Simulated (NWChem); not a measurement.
All runs are NWChem calculations. System: H8Al2N2, charge 0, spin multiplicity 1, at a geometry optimised with PBE0/def2-SVP. The structure started from a generated list of species. Level: G0W0@PBE0/def2-TZVP, RI basis def2-tzvp-rifit.

The NWChem input:

```
start mol
memory heap 200 mb stack 700 mb global 1700 mb
geometry units angstroms nocenter noautoz
  Al     0.000000     0.000000    -1.424077
  Al     0.000000     0.000000     1.424077
  N      1.363507     0.000000     0.000000
  H      1.975933     0.816792     0.000000
  H      1.975933    -0.816792     0.000000
  H      0.000000    -1.404769    -2.180329
  H      0.000000     1.404769    -2.180329
  N     -1.363507     0.000000     0.000000
  H     -1.975933     0.816792     0.000000
  H     -1.975933    -0.816792     0.000000
  H      0.000000    -1.404769     2.180329
  H      0.000000     1.404769     2.180329
  symmetry group D2h
end
basis spherical
  * library def2-tzvp
end
basis "ri basis" bse spherical
  * library def2-tzvp-rifit
end
dft
  xc pbe0
  iterations 100
  direct
  tolerances tight
end
task dft energy
gw
  method cdgw
  states alpha occ 4 vir 2
end
task dft gw
```

Output (cleaned and shortened):

```
             Northwest Computational Chemistry Package (NWChem) 7.3.0
             --------------------------------------------------------

                                NWChem Input Module
                                -------------------

 Scaling coordinates for geometry "geometry" by  1.889725989
 (inverse scale =  0.529177249)

 Turning off AUTOSYM since
 SYMMETRY directive was detected!

                             Geometry "geometry" -> ""
                             -------------------------

 Output coordinates in angstroms (scale by  1.889725989 to convert to a.u.)

  No.       Tag          Charge          X              Y              Z
 ---- ---------------- ---------- -------------- -------------- --------------
    1 Al                  13.0000     0.00000000     0.00000000    -1.42407700
    2 Al                  13.0000     0.00000000     0.00000000     1.42407700
    3 N                    7.0000     1.36350700     0.00000000     0.00000000
    4 H                    1.0000     1.97593300     0.81679200     0.00000000
    5 H                    1.0000     1.97593300    -0.81679200     0.00000000
    6 H                    1.0000     0.00000000    -1.40476900    -2.18032900
    7 H                    1.0000     0.00000000     1.40476900    -2.18032900
    8 N                    7.0000    -1.36350700     0.00000000     0.00000000
    9 H                    1.0000    -1.97593300     0.81679200     0.00000000
   10 H                    1.0000    -1.97593300    -0.81679200     0.00000000
   11 H                    1.0000     0.00000000    -1.40476900     2.18032900
   12 H                    1.0000     0.00000000     1.40476900     2.18032900

 Effective nuclear repulsion energy (a.u.)     217.8729410917

            Nuclear Dipole moment (a.u.)
            ----------------------------
        X                 Y               Z
 ---------------- ---------------- ----------------
     0.0000000000     0.0000000000     0.0000000000

      Symmetry information
      --------------------

 Group name             D2h
 Group number             26
 Group order               8
 No. of unique centers     4

      Symmetry unique atoms

     1    3    4    6


 Summary of "ao basis" -> "" (spherical)
 ------------------------------------------------------------------------------
       Tag                 Description            Shells   Functions and Types
 ---------------- ------------------------------  ------  ---------------------
 *                         def2-tzvp                  on all atoms

 new library libraries.bse/

 Summary of "ri basis" -> "" (spherical)
 ------------------------------------------------------------------------------
       Tag                 Description            Shells   Functions and Types
 ---------------- ------------------------------  ------  ---------------------
 *                      def2-tzvp-rifit               on all atoms

                                 NWChem DFT Module
                                 -----------------

 Summary of "ao basis" -> "ao basis" (spherical)
 ------------------------------------------------------------------------------
       Tag                 Description            Shells   Functions and Types
 ---------------- ------------------------------  ------  ---------------------
 Al                        def2-tzvp                13       37   5s5p2d1f
 N                         def2-tzvp                11       31   5s3p2d1f
 H                         def2-tzvp                 4        6   3s1p

 Summary of "ao basis" -> "ao basis" (spherical)
 ------------------------------------------------------------------------------
       Tag                 Description            Shells   Functions and Types
 ---------------- ------------------------------  ------  ---------------------
 Al                        def2-tzvp                13       37   5s5p2d1f
 N                         def2-tzvp                11       31   5s3p2d1f
 H                         def2-tzvp                 4        6   3s1p

      Symmetry analysis of basis
      --------------------------

        ag         40
        au          8
        b1g        16
        b1u        29
        b2g        18
        b2u        26
        b3g        18
        b3u        29

            General Information
            -------------------
          SCF calculation type: DFT
          Wavefunction type:  closed shell.
          No. of atoms     :    12
          No. of electrons :    48
           Alpha electrons :    24
            Beta electrons :    24
          Charge           :     0
          Spin multiplicity:     1
          Use of symmetry is: on ; symmetry adaption is: on
          Maximum number of iterations: 100
          This is a Direct SCF calculation.
          AO basis - number of functions:   184
                     number of shells:    80
          Convergence on energy requested:  1.00D-06
          Convergence on density requested:  1.00D-05
          Convergence on gradient requested:  5.00D-04

              XC Information
              --------------
                         PBE0 Method XC Functional
                     Hartree-Fock (Exact) Exchange  0.250
          PerdewBurkeErnzerhof Exchange Functional  0.750
            Perdew 1991 LDA Correlation Functional  1.000 local
           PerdewBurkeErnz. Correlation Functional  1.000 non-local

             Grid Information
             ----------------
          Grid used for XC integration:  medium
          Radial quadrature: Mura-Knowles
          Angular quadrature: Lebedev.
[...]
     1 ag          2 au          3 b1g         4 b1u         5 b2g
     6 b2u         7 b3g         8 b3u

  Orbital symmetries:

     1 ag          2 b1u         3 ag          4 b3u         5 ag
     6 b1u         7 ag          8 b2u         9 b3g        10 b1u
    11 b3u        12 b2g        13 ag         14 b3u        15 ag
    16 b2u        17 b1u        18 b1g        19 ag         20 b3u
    21 b2g        22 b1u        23 b3g        24 b2u        25 b3u
    26 ag         27 b2g        28 ag         29 b1u        30 b2u
    31 b2u        32 b3u        33 b1u        34 ag

   convergence    iter        energy       DeltaE   RMS-Dens  Diis-err    time
 ---------------- ----- ----------------- --------- --------- ---------  ------
 d= 0,ls=0.0,diis     1   -598.9420447202 -8.17D+02  3.38D-03  7.97D-01     2.9
 d= 0,ls=0.0,diis     2   -598.9579759803 -1.59D-02  2.19D-03  4.02D-01     4.9
 d= 0,ls=0.0,diis     3   -598.9895485033 -3.16D-02  7.43D-04  1.04D-01     6.9
 d= 0,ls=0.0,diis     4   -599.0002717743 -1.07D-02  5.92D-05  3.80D-04     8.9
 d= 0,ls=0.0,diis     5   -599.0003137710 -4.20D-05  1.77D-05  1.14D-05    10.9
 d= 0,ls=0.0,diis     6   -599.0003153055 -1.53D-06  3.98D-06  8.32D-07    12.9
 d= 0,ls=0.0,diis     7   -599.0003154009 -9.54D-08  3.66D-07  1.76D-08    14.9

         Total DFT energy =     -599.000315400854
      One electron energy =    -1262.428958214262
           Coulomb energy =      499.422101597271
    Exchange-Corr. energy =      -53.866399875578
 Nuclear repulsion energy =      217.872941091715

 Numeric. integr. density =       48.000013092261

     Total iterative time =     14.0s

                  Occupations of the irreducible representations
                  ----------------------------------------------

                     irrep           alpha         beta
                     --------     --------     --------
                     ag                7.0          7.0
                     au                0.0          0.0
                     b1g               1.0          1.0
                     b1u               5.0          5.0
                     b2g               2.0          2.0
                     b2u               3.0          3.0
                     b3g               2.0          2.0
                     b3u               4.0          4.0

                       DFT Final Molecular Orbital Analysis
                       ------------------------------------

 Vector   22  Occ=2.000000D+00  E=-2.985687D-01  Symmetry=b1u
              MO Center=  9.0D-15,  2.9D-14, -3.8D-14, r^2= 5.3D+00
   Bfn.  Coefficient  Atom+Function         Bfn.  Coefficient  Atom+Function
  ----- ------------  ---------------      ----- ------------  ---------------
    82      0.211045   3 N  pz              137      0.211045   8 N  pz
    85      0.189318   3 N  pz              140      0.189318   8 N  pz
    17     -0.156277   1 Al pz               54     -0.156277   2 Al pz
    88      0.148820   3 N  pz              143      0.148820   8 N  pz
   119      0.118018   6 H  s               125      0.118018   7 H  s

 Vector   23  Occ=2.000000D+00  E=-2.936215D-01  Symmetry=b3g
              MO Center=  4.0D-16, -2.7D-14, -6.5D-13, r^2= 6.8D+00
   Bfn.  Coefficient  Atom+Function         Bfn.  Coefficient  Atom+Function
  ----- ------------  ---------------      ----- ------------  ---------------
    16      0.212734   1 Al py               53     -0.212734   2 Al py
   119     -0.167217   6 H  s               125      0.167217   7 H  s
   174      0.167217  11 H  s               180     -0.167217  12 H  s
    19      0.120734   1 Al py               56     -0.120734   2 Al py
   120     -0.111996   6 H  s               126      0.111996   7 H  s

 Vector   24  Occ=2.000000D+00  E=-2.925894D-01  Symmetry=b2u
              MO Center=  1.0D-15, -1.5D-14,  6.6D-13, r^2= 6.7D+00
   Bfn.  Coefficient  Atom+Function         Bfn.  Coefficient  Atom+Function
  ----- ------------  ---------------      ----- ------------  ---------------
    16      0.208403   1 Al py               53      0.208403   2 Al py
   119     -0.160417   6 H  s               125      0.160417   7 H  s
   174     -0.160417  11 H  s               180      0.160417  12 H  s
   120     -0.122925   6 H  s               126      0.122925   7 H  s
   175     -0.122925  11 H  s               181      0.122925  12 H  s

 Vector   25  Occ=0.000000D+00  E=-9.584947D-03  Symmetry=b3u
              MO Center=  2.4D-13, -2.5D-14,  1.8D-14, r^2= 8.8D+00
   Bfn.  Coefficient  Atom+Function         Bfn.  Coefficient  Atom+Function
  ----- ------------  ---------------      ----- ------------  ---------------
    79      0.883977   3 N  s               134     -0.883977   8 N  s
    18     -0.713724   1 Al px               55     -0.713724   2 Al px
    15     -0.236575   1 Al px               52     -0.236575   2 Al px
    77      0.115152   3 N  s               132     -0.115152   8 N  s
   108     -0.114265   4 H  s               114     -0.114265   5 H  s

 Vector   26  Occ=0.000000D+00  E= 1.029855D-02  Symmetry=ag
              MO Center= -2.4D-13, -3.2D-14, -3.0D-14, r^2= 7.9D+00
   Bfn.  Coefficient  Atom+Function         Bfn.  Coefficient  Atom+Function
  ----- ------------  ---------------      ----- ------------  ---------------
    79      1.323423   3 N  s               134      1.323423   8 N  s
    20     -0.613465   1 Al pz               57      0.613465   2 Al pz
   108     -0.472838   4 H  s               114     -0.472838   5 H  s
   163     -0.472838   9 H  s               169     -0.472838  10 H  s
    17     -0.190887   1 Al pz               54      0.190887   2 Al pz

 Vector   27  Occ=0.000000D+00  E= 4.400363D-02  Symmetry=b2g
              MO Center=  7.4D-16,  5.9D-19, -7.1D-15, r^2= 1.0D+01
   Bfn.  Coefficient  Atom+Function         Bfn.  Coefficient  Atom+Function
  ----- ------------  ---------------      ----- ------------  ---------------
    18      1.141577   1 Al px               55     -1.141577   2 Al px
    88      0.404186   3 N  pz              143     -0.404186   8 N  pz
    15      0.163693   1 Al px               52     -0.163693   2 Al px
    82      0.134840   3 N  pz              137     -0.134840   8 N  pz
    85      0.111407   3 N  pz              140     -0.111407   8 N  pz

 center of mass
 --------------
 x =  -0.00000000 y =   0.00000000 z =   0.00000000

 moments of inertia (a.u.)
 ------------------
         497.255545646642           0.000000000000           0.000000000000
           0.000000000000         701.385986612514           0.000000000000
           0.000000000000           0.000000000000         280.156606739382

     Multipole analysis of the density
     ---------------------------------

     L   x y z        total         alpha         beta         nuclear
     -   - - -        -----         -----         ----         -------
     0   0 0 0     -0.000000    -24.000000    -24.000000     48.000000

     1   1 0 0     -0.000000     -0.000000     -0.000000      0.000000
     1   0 1 0     -0.000000     -0.000000     -0.000000      0.000000
     1   0 0 1      0.000000      0.000000      0.000000      0.000000

     2   2 0 0    -22.126209    -85.422240    -85.422240    148.718272
     2   1 1 0     -0.000000     -0.000000     -0.000000      0.000000
     2   1 0 1     -0.000000     -0.000000     -0.000000      0.000000
     2   0 2 0    -34.168379    -35.943159    -35.943159     37.717940
     2   0 1 1      0.000000      0.000000      0.000000      0.000000
     2   0 0 2    -39.571198   -147.885418   -147.885418    256.199638

 Task  times  cpu:       14.9s     wall:       14.9s

                                NWChem Input Module
                                -------------------

                                 NWChem GW Module
                                 ----------------

                             ***********************
                             ***        GW       ***
                             ***********************

 Summary of "ri basis" -> "ri basis" (spherical)
 ------------------------------------------------------------------------------
       Tag                 Description            Shells   Functions and Types
 ---------------- ------------------------------  ------  ---------------------
 Al                     def2-tzvp-rifit             29      113   9s7p6d5f2g
 N                      def2-tzvp-rifit             22       76   8s6p4d3f1g
 H                      def2-tzvp-rifit              7       15   4s2p1d

                 Memory Information
                 ------------------
          Available GA per process is          1699.7 MBs
          Available stack per process is        700.0 MBs
          Available heap per process is           1.2 MBs

          Peak memory in Initialization
              Peak GA per process is                 20.3 MBs
              Peak stack per process is               0.4 MBs
              Peak heap per process is               21.0 MBs
              Memory not in MA per process            0.0 MBs

          Peak memory in CDGW Calculation
              Peak GA per process is                 24.4 MBs
              Peak stack per process is               3.8 MBs
              Peak heap per process is                4.1 MBs
              Memory not in MA per process            0.0 MBs

          Computing 2-center integrals
          Computing Inverse Cholesky factor
          Computing 3-center integrals
          Computing Vxc

          Computing Sigma_x
          Computing W(iw) on the imaginary grid
          Solving quasiparticle equations

                  Alpha Orbitals
          State     Energy (eV)     Error (eV)
          -----------------------------------
@GW        21        -11.943           0.002
@GW        22        -10.289           0.005
@GW        23        -10.355           0.002
@GW        24        -10.329           0.002
@GW        25          1.385           0.004
@GW        26          1.970           0.003

     GW Timing Statistics
   ------------------------
   Init.   :          0.1s
     ERIs  :          2.4s
     Distr.:          0.0s
     Vxc   :          1.4s
   Vmo     :          0.0s
   iW      :          5.0s
   I_n     :          0.0s
   R_n     :          0.6s
   GW total:          9.5s

 Task  times  cpu:        9.5s     wall:        9.5s

 Total times  cpu:       24.5s     wall:       24.5s
```
